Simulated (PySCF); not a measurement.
Nuclear quadrupole coupling in `C[O+](C)[AlH2-][O][Si](C)(C)C`

C5H17AlO2Si.
Numbering: `[CH3:1][O+:2]([CH3:3])[AlH2-:4][O:5][Si:6]([CH3:7])([CH3:8])[CH3:9]` (hydrogens: H10, H11, H12 on C1; H13, H14, H15 on C3; H16, H17 on Al4; H18, H19, H20 on C7; H21, H22, H23 on C8; H24, H25, H26 on C9)

Cartesian coordinates in Å at the PBE0-D3(BJ)/def2-SVP level; atoms count from 1:
```
atom  x, y, z in Å
C1     2.352   -0.970    0.547
O2     2.361   -0.087   -0.565
C3     3.581   -0.034   -1.281
Al4    1.119    1.469   -0.597
O5    -0.243    0.670    0.101
Si6   -1.769    0.112    0.382
C7    -2.644   -0.231   -1.245
C8    -2.740    1.381    1.370
C9    -1.638   -1.485    1.371
H10    3.104   -0.658    1.291
H11    1.345   -0.915    0.978
H12    2.563   -1.995    0.205
H13    3.834   -1.037   -1.659
H14    4.394    0.339   -0.637
H15    3.430    0.650   -2.126
H16    1.890    2.487    0.370
H17    1.122    1.746   -2.173
H18   -2.098   -0.986   -1.833
H19   -3.668   -0.603   -1.082
H20   -2.709    0.684   -1.855
H21   -3.753    1.018    1.606
H22   -2.840    2.323    0.807
H23   -2.230    1.610    2.319
H24   -1.123   -1.313    2.330
H25   -2.632   -1.903    1.595
H26   -1.073   -2.250    0.813
```

Field gradients from the PBE0/pcSseg-1 density (PySCF, non-relativistic), principal values in atomic units, ordered |Vxx| ≤ |Vyy| ≤ |Vzz|:

| atom | Vxx | Vyy | Vzz |
| --- | --- | --- | --- |
| O2 | 0.2817 | 1.7703 | -2.0519 |
| Al4 | -0.2592 | -0.5844 | 0.8436 |
| O5 | -0.3552 | -0.5226 | 0.8778 |

**Question.** Find the asymmetry η = (Vxx − Vyy)/Vzz and the couplings χ = eQV/h (234.96 MHz × Q in barn × V in au), with Q(17O) = −0.0256 b, Q(27Al) = 0.1466 b.

**Answer.** 
| atom | environment | nucleus | η | χzz (MHz) | χxx (MHz) | χyy (MHz) |
| --- | --- | --- | --- | --- | --- | --- |
| O2 | oxygen bonded to Al and 2 C | 17O | 0.73 | 12.34 | -1.69 | -10.65 |
| Al4 | aluminium bonded to 2 O and 2 H | 27Al | 0.39 | 29.06 | -8.93 | -20.13 |
| O5 | oxygen bonded to Al and Si | 17O | 0.19 | -5.28 | 2.14 | 3.14 |

**Question.** What is Vzz at O2 in SI units (1 au = 9.71736 × 10²¹ V/m²)?

**Answer.** -2.0519 au = -19.939 × 10²¹ V/m².

**Question.** And the gradient at the other heavy atoms, for which no coupling is worked out here?

**Answer.** 
```
atom           environment  Vzz (au)     η
  C1       O-methyl carbon     0.511  0.18
  C3       O-methyl carbon     0.486  0.09
 Si6  oxygen-bound silicon     0.404  0.13
  C7      Si-methyl carbon    -0.124  0.08
  C8      Si-methyl carbon    -0.122  0.08
  C9      Si-methyl carbon    -0.134  0.03
```

Were the hydrogens deuterons (Q(2H) = 0.00286 b), χzz would run from 70 kHz (H17 and H16) to 201 kHz (H18, H26, H23, H25 and 5 more).

Geometry: PBE0-D3(BJ)/def2-SVP, one conformer, isolated molecule. The small basis limits the accuracy of the gradients.
